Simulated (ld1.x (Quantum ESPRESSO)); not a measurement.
## Pseudopotential generation for Yb (Z = 70): RRKJ, PBE, scalar-relativistic.

* Element: Yb (Z = 70)
* Generator: ld1.x (Quantum ESPRESSO) 7.5
* Type: norm-conserving RRKJ (Kleinman–Bylander form)
* Functional: PBE
* Relativity: scalar-relativistic
* Frozen core: [Xe] 4f13
* Valence charge: 3
* Reference configuration: 5d1 6s1.5 6p0.5
* Partial waves: 6p (bound): rc 3.35 bohr; 5d (bound): rc 3.10 bohr; 6s (bound): rc 3.10 bohr
* Local potential: the s channel
* Core correction: a·sin(br)/r model core inside 2.25 bohr
* rho0: 0.005

Poles of the logarithmic derivatives, all-electron (AE) and pseudo (PS). s: poles at 0.5, 5.0 (AE) and 0.5, 3.6 (PS) Ry. p: poles at 1.4 (AE) and 1.2 (PS) Ry. d: poles at 0.1, 3.1 (AE) and 0.1, 3.8 (PS) Ry. Test radius 3.65 bohr.

- Cutoffs needed: 12 Ry and 18 Ry (the cutoffs (Ry, on a coarse ladder) from which the occupation-weighted sum of valence levels, in a spherical-Bessel basis at the reference potential, stays within 10 and 1 mRy of its value at 400 Ry)
- Ghost test: no extra level below or beside the all-electron valence levels (p, d, s, f tested) (spherical-Bessel basis up to 400 Ry, 20 bohr box)
- Largest excitation error: -43 meV (all-electron minus pseudo) for 5d1 6s0 6p0, out of 7 test configurations
